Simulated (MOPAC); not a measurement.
MOPAC input (AM1):

```
AM1 PRECISE GNORM=0.05 LET XYZ GEO-OK AUX(PRECISION=9) THREADS=1
HBO

B    -0.25093000 1   -0.58363200 1   -0.60064500 1
O     0.04786400 1    0.26847200 1    0.32810800 1
H     0.87173800 1    0.77038400 1    0.37836300 1
```

From the output:

```
                                                       MOPAC v23.2.5 Linux

          FINAL HEAT OF FORMATION =        -36.27219 KCAL/MOL =    -151.76283 KJ/MOL

          COSMO AREA              =         63.33 SQUARE ANGSTROMS
          COSMO VOLUME            =         45.61 CUBIC ANGSTROMS

          GRADIENT NORM           =          0.00768          =       0.00443 PER ATOM
          IONIZATION POTENTIAL    =         10.916378 EV
          HOMO LUMO ENERGIES (EV) =        -10.916  2.237
          NO. OF FILLED LEVELS    =          5
          MOLECULAR WEIGHT        =         27.8173         POINT GROUP:  Cs

          MOLECULAR DIMENSIONS (Angstroms)

            Atom       Atom       Distance
            H     3    B     1     1.96743
            O     2    H     3     0.54894
            B     1    O     2     0.00000

          SCF CALCULATIONS        =         10

   ATOM   CHEMICAL          X               Y               Z
  NUMBER   SYMBOL      (ANGSTROMS)     (ANGSTROMS)     (ANGSTROMS)

     1       B         -0.24173757  *  -0.58189051  *  -0.60532754  *
     2       O          0.04004205  *   0.27492666  *   0.34287690  *
     3       H          0.87279765  *   0.73896396  *   0.33485557  *

                             CARTESIAN COORDINATES

   1    B       -0.241737568    -0.581890511    -0.605327543
   2    O        0.040042048     0.274926656     0.342876896
   3    H        0.872797649     0.738963958     0.334855572

           Empirical Formula: H O B  =     3 atoms

      MOLECULAR POINT GROUP   :   Cs

                  EIGENVALUES
 -37.88548 -20.94871 -15.95554 -13.85966 -10.91638   2.23700   3.36242   4.65853
   7.80352

              NET ATOMIC CHARGES AND DIPOLE CONTRIBUTIONS

  ATOM NO.   TYPE          CHARGE      No. of ELECS.   s-Pop       p-Pop
    1          B           0.173717        2.8263     1.90080     0.92548
    2          O          -0.443865        6.4439     1.80916     4.63471
    3          H           0.270148        0.7299     0.72985
 DIPOLE           X         Y         Z       TOTAL
 POINT-CHG.     0.845    -0.113    -0.802     1.170
 HYBRID         0.805     0.975     0.707     1.449
 SUM            1.651     0.862    -0.095     1.865

          ATOMIC ORBITAL ELECTRON POPULATIONS

     Atom    s        px        py        pz
    1  B   1.90080   0.18417   0.38580   0.35551
    2  O   1.80916   1.39856   1.57942   1.65673
    3  H   0.72985

 **********************
 *                    *
 * JOB ENDED NORMALLY *
 *                    *
 **********************

 == MOPAC DONE ==
```

The geometry given is a B3LYP-D3(BJ)/def2-TZVP minimum.
